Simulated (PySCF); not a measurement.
# Frontier orbitals and the lowest excitations

Compound: C2H11FOSi3.
Z-matrix (Å and degrees, GFN2-xTB geometry), rows numbered from 1:
```
F 
C   1  1.4143
Si  2  1.9153  1  106.67
Si  2  1.9257  1  108.14  3   125.04
C   2  1.5189  1  107.47  3  -120.79
O   5  1.3955  2  106.59  1  -153.11
Si  6  1.6252  5  127.85  2  -161.66
H   3  1.4651  2  107.81  1   -57.55
H   3  1.4620  2  107.89  1  -176.95
H   3  1.4604  2  108.06  1    62.01
H   4  1.4585  2  109.81  1  -163.94
H   4  1.4652  2  105.08  1   -45.20
H   4  1.4607  2  109.31  1    72.19
H   5  1.0975  2  113.11  1    85.24
H   5  1.0986  2  109.37  1   -34.64
H   7  1.4526  6   98.94  5   176.78
H   7  1.4666  6  110.14  5    56.85
H   7  1.4665  6  111.41  5   -63.26
```

Level of theory: TDDFT PBE0/def2-SVPD, vertical, gas phase, core orbitals frozen in the response (PySCF).

Frontier orbitals with the atoms that hold most of them (Löwdin shares over 4%, at most four atoms; ? is withheld):

```tsv
orbital	ε (eV)	atoms
LUMO+2	0.54	Si3 22%, Si4 17%, Si7 13%, H8 9%
LUMO+1	0.26	Si3 24%, Si4 14%, C2 10%, H8 7%
LUMO	-0.20	?
HOMO	?	C2 28%, F1 16%, Si3 12%, Si4 12%
HOMO-1	-8.58	?
HOMO-2	-8.95	O6 31%, F1 11%, C2 10%, C5 9%
HOMO-3	-9.38	Si4 24%, H12 21%, O6 11%, Si7 8%
```

(1) Give the leading atoms of the LUMO.

(2) Which atoms hold the HOMO-1, and with what shares?

(3) What is the HOMO energy, and the HOMO–LUMO gap?

## Answers

(1) Si7 (bonded to O and 3 H) 34%; H17 (bonded to Si) 10%; H18 (bonded to Si) 10%; H16 (bonded to Si) 8%. By element: silicon 34% or more, hydrogen 29% or more.

(2) O6 (bonded to C and Si) 29%; C2 (bonded to C, F and 2 Si) 12%; C5 (bonded to C, O and 2 H) 10%; Si7 (bonded to O and 3 H) 8%. By element: oxygen 29%, carbon 23%, silicon 8% or more.

(3) ε(HOMO) = -7.89 eV; the gap is 7.69 eV (0.2825 hartree).

Question: The HOMO–LUMO gap is 7.69 eV. Where does the response calculation put the lowest singlet, and from which orbitals?

Answer: S1 is at 6.57 eV (f = 0.0097), 1.11 eV below the gap, made of HOMO→LUMO (84%). 

Question: Give energy, strength and leading configuration of S1, S2, S3, S5 and S7, and follow the Löwdin shares of the leading atoms from the occupied to the empty orbital.

Answer: 
- S1 (6.57 eV, f 0.0097), HOMO→LUMO (84%): C2 28% → at most 9%, F1 16% → at most 9%, Si7 at most 12% → 34%, H17 at most 12% → 10%
- S2 (6.87 eV, f 0.042), HOMO→LUMO+1 (80%): C2 28% → 10%, F1 16% → at most 7%, Si3 12% → 24%, Si4 12% → 14%
- S3 (7.08 eV, f 0.011), HOMO-1→LUMO (74%): O6 29% → at most 9%, C2 12% → at most 9%, Si7 8% → 34%, H17 at most 9% → 10%
- S5 (7.48 eV, f 0.028), HOMO-2→LUMO (77%): O6 31% → at most 9%, F1 11% → at most 9%, Si7 at most 9% → 34%, H17 at most 9% → 10%
- S7 (7.67 eV, f 0.0082), HOMO-1→LUMO+1 (77%): O6 29% → at most 7%, C2 12% → 10%, Si3 at most 9% → 24%, Si4 at most 9% → 14%

Löwdin shares depend on the basis, the more so with diffuse functions.

One conformer stands for the species.
